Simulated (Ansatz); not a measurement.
`O[SiH](F)[SiH2]Br` + HBr → `Br[SiH2]Br` + `O[SiH2]F` at 298.15 K and 1 bar (cleavage of the Si–Si bond).

Calculated with Ansatz (gas phase, PBE0-D4/def2-TZVP geometries, no zero-point term in ΔE). CBS: MP2 limit from def2 TZ/QZ plus the TZ coupled-cluster correction, frozen cores. For Br outer-core shells are correlated without core-valence functions, which leaves a few kJ/mol of doubt a bond. Scalar relativity is left out up to krypton. One conformer a species, not always the lowest.

| species | CCSD(T)/CBS energy (Eh) | H − E (kJ/mol) | S (J/(mol·K)) |
| --- | --- | --- | --- |
| `O[SiH](F)[SiH2]Br` | -3329.01056 | 141.3 | 380.2 |
| HBr | -2573.91920 | 24.6 | 198.6 |
| `Br[SiH2]Br` | -5437.00625 | 65.4 | 310.6 |
| `O[SiH2]F` | -465.96250 | 103.4 | 276.2 |

H − E and S are ideal-gas, rigid-rotor, harmonic terms from PBE0-D4/def2-TZVP, for one conformer and one mirror image of each species. 1 Eh = 2625.50 kJ/mol, R = 8.31446 J/(mol·K).

**Question.** By hand: ΔE, ΔH, ΔS and ΔG.

**Answer.** ΔE = (-5437.00625) + (-465.96250) − (-3329.01056) − (-2573.91920) = -0.03899 Eh = -102.4 kJ/mol. Δ(H − E) = 65.4 + 103.4 − 141.3 − 24.6 = 2.9, so ΔH = -99.5 kJ/mol. ΔS = 310.6 + 276.2 − 380.2 − 198.6 = 8.0 J/(mol·K). ΔG = -99.5 − 298.15 × (8.0)/1000 = -101.9 kJ/mol.

**Question.** By hand: the equilibrium constant, and the temperature at which ΔG would vanish if ΔH and ΔS stayed fixed.

**Answer.** log₁₀ K = −ΔG/(RT ln 10) = 17.9. ΔH and −TΔS have one sign here, so there is no such temperature.

The number of gas molecules stays the same, so ΔS is small and ΔH decides. A doubt of 5 kJ/mol in ΔE shifts log₁₀ K by 0.9 here. Other conformers and mirror images would add mixing entropy, several J/(mol·K) or more a flexible species. Modes under 60 cm⁻¹, often nearly free rotors, make the harmonic entropy too high. These are equilibria of isolated gas molecules and say nothing of rates. Largest T1 diagnostic: 0.011 (customary marks: 0.02 for closed shells, 0.045 for open ones).

ΔS is within the doubt of such terms, so its sign, and with it that verdict, could turn.
